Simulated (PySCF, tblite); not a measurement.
Isomers of C6H8NO2P. Computed with GFN2-xTB (tblite): harmonic, unscaled wavenumbers at the GFN2-xTB geometry, gas phase. Against measured fundamentals such values can be off by several per cent, at times by over 20. One conformer each.

Electronic energies: PBE0/pcSseg-1 single points on the GFN2-xTB geometries (PySCF, gas phase).

```json
{"SMILES": "C[P@](=O)(O)c1ccccn1", "electronic energy, lowest = 0 (kcal/mol)": "2.5"}
{"SMILES": "C[P@@](=O)(O)c1cccnc1", "electronic energy, lowest = 0 (kcal/mol)": "0.0"}
{"SMILES": "C[P@](=O)(O)c1ccncc1", "electronic energy, lowest = 0 (kcal/mol)": "0.4"}
{"SMILES": "COC(=O)c1pccn1C", "electronic energy, lowest = 0 (kcal/mol)": "27.0"}
```

Q: How do GFN2-xTB zero-point energies change the relative energies?

A: 
```tsv
SMILES	ZPE (kcal/mol)	of it from modes above 1550 cm⁻¹	electronic (kcal/mol)	with ZPE, lowest = 0 (kcal/mol)	lowest mode (cm⁻¹)	rings
C[P@@](=O)(O)c1cccnc1	82.0	40.2	0.0	0.0	30	1
C[P@](=O)(O)c1ccncc1	82.0	40.2	0.4	0.4	32	1
C[P@](=O)(O)c1ccccn1	82.0	40.2	2.5	2.4	33	1
COC(=O)c1pccn1C	83.6	37.2	27.0	28.6	54	1
```

The zero-point energies span 1.6 kcal/mol, from `C[P@](=O)(O)c1ccncc1` to `COC(=O)c1pccn1C`. The order is unchanged.

Q: And how do the electronic energies of GFN2-xTB itself compare?

A: `C[P@@](=O)(O)c1cccnc1` 0.0; `C[P@](=O)(O)c1ccncc1` 0.2; `C[P@](=O)(O)c1ccccn1` 0.6; `COC(=O)c1pccn1C` 36.0 kcal/mol, lowest = 0. Against the energies above, taken from the same isomer `C[P@@](=O)(O)c1cccnc1`, the largest difference is 9.0 kcal/mol.

Q: What do entropy and thermal enthalpy add at 298.15 K and 1 bar (rigid rotor, harmonic oscillator, one conformer each)?

A: 
| SMILES | point group | symmetry number | S (cal/(mol K)) | H − H(0) (kcal/mol) | ZPE + H − H(0) − TS (kcal/mol) |
| --- | --- | --- | --- | --- | --- |
| C[P@@](=O)(O)c1cccnc1 | C1 | 1 | 101.9 | 7.27 | 58.9 |
| C[P@](=O)(O)c1ccncc1 | C1 | 1 | 101.7 | 7.26 | 58.9 |
| C[P@](=O)(O)c1ccccn1 | C1 | 1 | 101.6 | 7.25 | 59.0 |
| COC(=O)c1pccn1C | Cs | 1 | 103.7 | 7.34 | 60.0 |
